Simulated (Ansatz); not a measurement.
Frontier orbitals of C₂H₆FGaSe (`C[C](F)([GaH2])[SeH]`).

Total charge 0; spin multiplicity 1. Correlated methods include outer-core shells of Ga, Se, which these sets cover unevenly. Scalar relativity is left out up to krypton. Geometry: relaxed with PBE0-D4/def2-TZVP. It is one conformer, not always the lowest. Basis def2-TZVPP, Ansatz 0.2.0.

| functional | HOMO (eV) | LUMO (eV) |
| --- | --- | --- |
| LC-ωPBE | -9.57 | 1.24 |

(1) Give HOMO and LUMO (eV) with LDA (SPW92), PBE, revPBE, BLYP, r2SCAN, B97M-V, PBE0, B3LYP, r2SCANh, r2SCAN0, HSE06 (plane-wave form), BHLYP, CAM-B3LYP, ωB97X-V, ωB97M-V. (An estimate is asked.)

## Answers

(1) The calculation gave: 
```
             functional   HOMO   LUMO
            LDA (SPW92)  -6.05  -1.87
                    PBE  -5.89  -1.66
                 revPBE  -5.82  -1.56
                   BLYP  -5.77  -1.56
                 r2SCAN  -6.13  -1.44
                 B97M-V  -6.20  -1.45
                   PBE0  -7.04  -0.77
                  B3LYP  -6.85  -1.02
                r2SCANh  -6.56  -1.11
                r2SCAN0  -7.20  -0.64
HSE06 (plane-wave form)  -6.64  -1.14
                  BHLYP  -8.08  -0.03
              CAM-B3LYP  -8.32   0.12
                ωB97X-V  -9.27   1.10
                ωB97M-V  -9.15   0.87
```

B3LYP here is the variant with VWN-RPA as its local correlation; programs differ in this. LC-ωPBE has ω = 0.4 bohr⁻¹. Positive LUMOs are unbound and depend on the basis.
